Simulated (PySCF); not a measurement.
## Working out the ionisation energy of W

W [Xe] 4f14 5d4 6s2 (5D) → W+ [Xe] 4f14 5d4 6s1 (6D). All numbers are calculated (PySCF 2.14, scalar relativity through the core potential, in aug-cc-pVTZ-PP with ECP60MDF (6s6p5d3f2g, 88 functions)). Frozen: 5s2 5p6. Energies in hartree (1 hartree = 27.21139 eV):

| part | W (lower) | W+ (upper) |
| --- | --- | --- |
| UHF | -66.680829 | -66.464537 |
| MP2 opposite-spin | -0.049814 | 0.000000 |
| MP2 same-spin | -0.049884 | -0.050054 |

**Question.** What does Hartree-Fock give?

**Answer.** (-66.464537) − (-66.680829) = 0.216292 hartree = 5.886 eV.

**Question.** What do MP2 and SCS-MP2 (6/5 opposite-spin, 1/3 same-spin) give?

**Answer.** The opposite-spin parts differ by 1.356 eV and the same-spin parts by -0.005 eV. MP2: 5.886 + (1.356) + (-0.005) = 7.237 eV. SCS-MP2: 5.886 + 1.2 × (1.356) + (-0.005)/3 = 7.512 eV.

Measured between the centres of the two terms (NIST): 7.825 eV, so MP2 (valence) is off by -0.588 eV.

What remains against the reference includes basis incompleteness, the frozen core and correlation beyond second order.
